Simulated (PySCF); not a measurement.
PySCF input (MN15/def2-TZVPD):

```python
from pyscf import gto, scf, dft

mol = gto.M(
    atom='''
    Ge    0.01490925   -0.00173331   -0.04323745
    H    -1.12847948   -1.21083991   -0.61054052
    H     0.45515795   -0.83933470    1.23571956
    H    -1.09840494    0.91411704    0.62972293
    H     1.29463033    1.19152362    0.12869629
    ''',
    basis='def2-tzvpd',
    charge=-1,
    spin=1,
    verbose=4,
)

mf = dft.UKS(mol, xc='mn15').density_fit(auxbasis='def2-universal-jkfit')
mf.grids.level = 4
mf.conv_tol = 1e-9
mf.max_cycle = 100
mf.max_memory = 1500
mf.kernel()
if not mf.converged:
    mf = mf.newton()
    mf.kernel(mf.make_rdm1())
for _ in range(2):
    mo, _, stable, _ = mf.stability(return_status=True)
    if stable:
        break
    mf.kernel(mf.make_rdm1(mo, mf.mo_occ))
mf.analyze()
```

End of the output:

```
Extra cycle  E= -2079.64119565569  delta_E= -6e-11  |g|= 2.14e-06  |ddm|= 9.93e-05
converged SCF energy = -2079.64119565569  <S^2> = 0.75347242  2S+1 = 2.0034694
uhf_internal: lowest eigs of H = [0.14627801 0.19378168 0.26665608]
<class 'pyscf.df.df_jk.DFUKS'> wavefunction is stable in the internal stability analysis
**** SCF Summaries ****
Total Energy =                       -2079.641195655693082
Nuclear Repulsion Energy =              41.780972809713454
One-electron Energy =                -2986.795546626974101
Two-electron Energy =                  865.373378161567189
Two-electron Coulomb Energy =          946.203370337765364
DFT Exchange-Correlation Energy =      -80.829992176198175
HOMO-LUMO gap [eV] =                     3.136889450507687
**** MO energy ****
                             alpha | beta                alpha | beta
MO #1   energy= -395.976391172147  | -395.975937323413  occ= 1 | 1
MO #2   energy= -48.5055370062848  | -48.5049413409191  occ= 1 | 1
MO #3   energy= -43.7693972673442  | -43.7690959907867  occ= 1 | 1
MO #4   energy= -43.7688605289103  | -43.7687775765125  occ= 1 | 1
MO #5   energy= -43.7681079845169  | -43.7683166886979  occ= 1 | 1
MO #6   energy= -5.70968988539381  | -5.70886448593193  occ= 1 | 1
MO #7   energy= -4.10597753023566  | -4.10579412960372  occ= 1 | 1
MO #8   energy= -4.10566142552696  | -4.10565222584997  occ= 1 | 1
MO #9   energy= -4.10519778062065  | -4.10475637550381  occ= 1 | 1
MO #10  energy= -1.05584120145961  | -1.05515627979568  occ= 1 | 1
MO #11  energy= -1.05507409905122  | -1.05430932709772  occ= 1 | 1
MO #12  energy= -1.05446248687141  | -1.05385111199252  occ= 1 | 1
MO #13  energy= -1.0538724809045   | -1.05313642573114  occ= 1 | 1
MO #14  energy= -1.05340021905616  | -1.05252340341535  occ= 1 | 1
MO #15  energy= -0.362628040138611 | -0.347633904507287 occ= 1 | 1
MO #16  energy= -0.17051431889884  | -0.149671081910441 occ= 1 | 1
MO #17  energy= -0.15138833868641  | -0.136025499994004 occ= 1 | 1
MO #18  energy= -0.116115618311156 | -0.0952633134959395 occ= 1 | 1
MO #19  energy= 0.0333801953326507 | 0.148658757336149  occ= 1 | 0
MO #20  energy= 0.190557739694151  | 0.198745463091508  occ= 0 | 0
MO #21  energy= 0.221802274088176  | 0.231957942245067  occ= 0 | 0
MO #22  energy= 0.259001185812495  | 0.261310339871357  occ= 0 | 0
MO #23  energy= 0.266501044254029  | 0.266564274751205  occ= 0 | 0
MO #24  energy= 0.266827631789851  | 0.273165270491698  occ= 0 | 0
MO #25  energy= 0.26860004330785   | 0.296609562941369  occ= 0 | 0
MO #26  energy= 0.296919955488298  | 0.298383233983009  occ= 0 | 0
MO #27  energy= 0.298238964257059  | 0.31181695173841   occ= 0 | 0
MO #28  energy= 0.32212508016404   | 0.349056828996778  occ= 0 | 0
MO #29  energy= 0.361051914556588  | 0.36723461539277   occ= 0 | 0
MO #30  energy= 0.368640533301878  | 0.372500948554182  occ= 0 | 0
MO #31  energy= 0.375741569375917  | 0.377945603538223  occ= 0 | 0
MO #32  energy= 0.408994137857515  | 0.427246536050201  occ= 0 | 0
MO #33  energy= 0.418867996670796  | 0.431628887944342  occ= 0 | 0
MO #34  energy= 0.443535708019915  | 0.436148356342494  occ= 0 | 0
MO #35  energy= 0.44575175864239   | 0.447275008698117  occ= 0 | 0
MO #36  energy= 0.450741152780995  | 0.451217072843163  occ= 0 | 0
MO #37  energy= 0.476913517346172  | 0.480128474072753  occ= 0 | 0
MO #38  energy= 0.484012464363063  | 0.484518218765474  occ= 0 | 0
MO #39  energy= 0.499541770675036  | 0.505876368222313  occ= 0 | 0
MO #40  energy= 0.510731723737369  | 0.513536575326157  occ= 0 | 0
MO #41  energy= 0.552263980722549  | 0.568635287608199  occ= 0 | 0
MO #42  energy= 0.587558305691906  | 0.603812219428387  occ= 0 | 0
MO #43  energy= 0.614794169445373  | 0.624228639096497  occ= 0 | 0
MO #44  energy= 0.665991049773231  | 0.666140295422373  occ= 0 | 0
MO #45  energy= 0.691067021458666  | 0.696320138905961  occ= 0 | 0
MO #46  energy= 0.707645986591194  | 0.711352522514361  occ= 0 | 0
MO #47  energy= 0.728016783801734  | 0.723648058735219  occ= 0 | 0
MO #48  energy= 0.757095287751272  | 0.770205172901525  occ= 0 | 0
MO #49  energy= 0.759049341548681  | 0.776146315276094  occ= 0 | 0
MO #50  energy= 0.822529500593272  | 0.82648998390556   occ= 0 | 0
MO #51  energy= 0.871953547701219  | 0.870846415636888  occ= 0 | 0
MO #52  energy= 0.88203230294797   | 0.880411091247408  occ= 0 | 0
MO #53  energy= 1.01474998592284   | 1.02520210059821   occ= 0 | 0
MO #54  energy= 1.22810822833498   | 1.22351074179824   occ= 0 | 0
MO #55  energy= 1.22949630658343   | 1.23662138721408   occ= 0 | 0
MO #56  energy= 1.23309503017765   | 1.23718434528997   occ= 0 | 0
MO #57  energy= 1.23941322361909   | 1.24166805050121   occ= 0 | 0
MO #58  energy= 1.28087308543541   | 1.29226600389601   occ= 0 | 0
MO #59  energy= 1.29154915156455   | 1.30176821025995   occ= 0 | 0
MO #60  energy= 1.29930635792483   | 1.31721056829899   occ= 0 | 0
MO #61  energy= 1.35174111860082   | 1.34963198492112   occ= 0 | 0
MO #62  energy= 1.37737157860846   | 1.37865489586488   occ= 0 | 0
MO #63  energy= 1.39038284822232   | 1.38974082916022   occ= 0 | 0
MO #64  energy= 1.39526703661417   | 1.42939566635388   occ= 0 | 0
MO #65  energy= 1.40087829048817   | 1.44867006086292   occ= 0 | 0
MO #66  energy= 1.87551361979475   | 1.8627389205655    occ= 0 | 0
MO #67  energy= 1.88625349585619   | 1.88655644198098   occ= 0 | 0
MO #68  energy= 1.98446971524436   | 1.97682940684843   occ= 0 | 0
MO #69  energy= 2.00486128328405   | 2.01903259604083   occ= 0 | 0
MO #70  energy= 2.04427390012781   | 2.03506011211152   occ= 0 | 0
MO #71  energy= 2.05693034244703   | 2.04972751885351   occ= 0 | 0
MO #72  energy= 2.10834066391639   | 2.10929548593002   occ= 0 | 0
MO #73  energy= 2.13196184697902   | 2.12379749253891   occ= 0 | 0
MO #74  energy= 2.31362992515026   | 2.2839341158588    occ= 0 | 0
MO #75  energy= 2.51833030389626   | 2.47717781766282   occ= 0 | 0
MO #76  energy= 2.55768501622381   | 2.55816025884373   occ= 0 | 0
MO #77  energy= 2.61240405849203   | 2.61115134968354   occ= 0 | 0
MO #78  energy= 2.82836607439029   | 2.83129629521753   occ= 0 | 0
MO #79  energy= 2.83427536786746   | 2.83624792996545   occ= 0 | 0
MO #80  energy= 2.84153824773873   | 2.83998874123103   occ= 0 | 0
MO #81  energy= 2.88305660092459   | 2.91162082091211   occ= 0 | 0
MO #82  energy= 2.92862186698972   | 2.93170237757706   occ= 0 | 0
MO #83  energy= 2.93798764268726   | 2.94677267612472   occ= 0 | 0
MO #84  energy= 2.94362941493052   | 2.95536224711023   occ= 0 | 0
MO #85  energy= 3.06608463739191   | 3.10982336114691   occ= 0 | 0
MO #86  energy= 3.2189397190531    | 3.23289055932127   occ= 0 | 0
MO #87  energy= 4.2651170154628    | 4.27592188787224   occ= 0 | 0
MO #88  energy= 4.46629920818713   | 4.47304604056353   occ= 0 | 0
MO #89  energy= 4.52426276890338   | 4.48578550720098   occ= 0 | 0
MO #90  energy= 5.67674048616638   | 5.67743494551258   occ= 0 | 0

To work with the spin densities directly, `use mulliken_meta_spin()` only printing them here.

 ** Mulliken spin pop alpha/beta on meta-lowdin orthogonal AOs **
 ** Mulliken Spin Density (per AO)  **
spin_pop of  0 Ge 1s        0.00000
spin_pop of  0 Ge 2s        0.00001
spin_pop of  0 Ge 3s        0.00004
spin_pop of  0 Ge 4s        0.15356
spin_pop of  0 Ge 5s        0.00215
spin_pop of  0 Ge 6s        0.00470
spin_pop of  0 Ge 7s        0.00672
spin_pop of  0 Ge 2px      -0.00000
spin_pop of  0 Ge 2py      -0.00000
[...]
```
